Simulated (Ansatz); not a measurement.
`O[Si](O)(O)[O][AlH][F]`. Total charge 0; spin multiplicity 1.

```
atom   x (Å)   y (Å)   z (Å)
  O1   1.194   1.370  -0.556
 Si2  -0.273   0.784  -0.122
  O3  -0.673   1.209   1.400
  O4  -1.493   1.394  -1.010
  O5  -0.142  -0.815  -0.324
 Al6   0.390  -2.330   0.151
  F7   1.108  -2.481   1.625
  H8   1.280   2.324  -0.587
  H9  -0.003   1.083   2.073
 H10  -1.596   1.050  -1.897
 H11   0.210  -3.590  -0.753
```

Problem. What are the harmonic wavenumbers in cm⁻¹ at PBE0-D4/def2-TZVP (Ansatz, finite differences of forces, unscaled)? (Estimate.)

Solution. Computed: 27, 32, 59, 128, 204, 261, 277, 295, 324, 386, 393, 398, 498, 570, 667, 799, 807, 847, 852, 915, 962, 999, 1138, 2022, 3924, 3934, 3943.

Problem. Is this a minimum?

Solution. Yes, all 27 modes are real.

Problem. Give the ideal-gas thermochemistry at 298.15 K and 1 bar (rigid rotor, harmonic oscillator; point group C1, symmetry number 1).

Solution. Zero-point energy 153.5 kJ/mol; H(298) − E = 183.0 kJ/mol; entropy 429.8 J/(mol·K), of which translation 170.7, rotation 121.5, vibration 137.7; G(298) − E = 54.8 kJ/mol. Modes under 100 cm⁻¹ are hindered rotations or soft bends, so the harmonic entropy is rough.

Problem. And at 400, 500, 600, 800 and 1000 K?

Solution. 
| T (K) | H − E (kJ/mol) | S (J/mol/K) | G − E (kJ/mol) |
| --- | --- | --- | --- |
| 400 | 199.6 | 477.5 | 8.6 |
| 500 | 217.6 | 517.7 | -41.2 |
| 600 | 236.9 | 552.9 | -94.8 |
| 800 | 278.0 | 611.8 | -211.5 |
| 1000 | 321.2 | 660.0 | -338.8 |

Problem. Rotational constants (cm⁻¹)?

Solution. 0.1094, 0.03321, 0.03161.
